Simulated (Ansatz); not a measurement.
Isomers of Rb3H2⁺ (singlet), relaxed with r2SCAN-D4/def2-TZVP; total energies from Ansatz at CCSD(T)/def2-TZVPP.

```
isomer                                        description  energy (Eh)
     A  point group not assigned; 5 × H–Rb 2.54 to 3.00 Å    -72.80870
     B           point group C2v; 4 × H–Rb 2.51 to 2.67 Å    -72.81499
```

In the def2 sets Rb takes a core potential; there is no spin–orbit coupling. Correlated methods freeze no core orbitals; core or outer-core shells of Rb are correlated, in sets that lack core-valence functions.

The isomers come from a short search, and lower ones may exist.

Question: Work out the relative energies (1 Eh = 2625.5 kJ/mol) and the Boltzmann populations at 298 K from electronic energies alone (R = 8.314 J/mol/K).

Answer: ΔE: A 16.5, B 0.0 kJ/mol. RT = 2.48 kJ/mol. Factors exp(−ΔE/RT): A 0.00129, B 1; sum 1.001. Populations: A 0.1 %, B 99.9 %. Zero-point energy, vibrational entropy and symmetry numbers are left out and can shift these; an error of 4 kJ/mol changes a ratio by a factor of 5.0. Over the other density-functional and correlated levels in def2 sets, the gap between B and A ranges from 14 to 15 kJ/mol.
